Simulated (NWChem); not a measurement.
# Atomisation of C2H6N

```
C
H 1 1.1143
H 1 1.1143 2 103.70
N 1 1.4366 2 109.92 3 -117.48
H 4 1.0327 1 106.60 2 56.77
C 1 1.5248 2 110.25 3 118.02
H 6 1.1013 1 110.49 2 -177.44
H 6 1.1013 7 107.64 1 120.73
H 6 1.1018 7 108.39 8 117.04
```
Charge 0, spin multiplicity 2.

All runs are NWChem calculations. Structure: optimised with UB3LYP/def2-SVP, a minimum by its harmonic frequencies. It is one conformer; others weren't searched.

Basis set: def2-TZVP. The atomisation energy is electronic alone: no zero-point, thermal, spin-orbit or counterpoise terms. No value is extrapolated to the basis-set limit. Free atoms are single determinants with multiplicities C 3, N 4, H 2. Correlated methods freeze the same cores in atoms and molecule, 3 orbitals in all.

```
method       atomisation energy (kcal/mol)  relative cost
-----------  -----------------------------  -------------
HF                                   562.2        under 3
B3LYP                                771.7        under 3
TPSS                                 778.9        under 3
PBE                                  786.4        under 3
PBE0                                 773.9        under 3
M06-2X                               767.6        under 3
LDA (SVWN5)                          877.8              1
MP2                                  740.5              4
r2SCAN                               771.8        under 3
```

The values span 315.6 kcal/mol, from HF (lowest) to LDA (SVWN5) (highest). Costs are rough ratios of processor time within this set of runs, SCF included, with LDA (SVWN5) as 1. Costs are the molecule's.

B3LYP has NWChem's definition, with VWN1-RPA local correlation. The structure started from a generated list of species. The unpaired electrons of the parent sit in orbitals of symmetry a" (Cs labels of the run); other states weren't searched. No SCF solution was tested for a lower state. Open-shell Hartree-Fock references start from PBE0 orbitals; any time given for them includes that run.
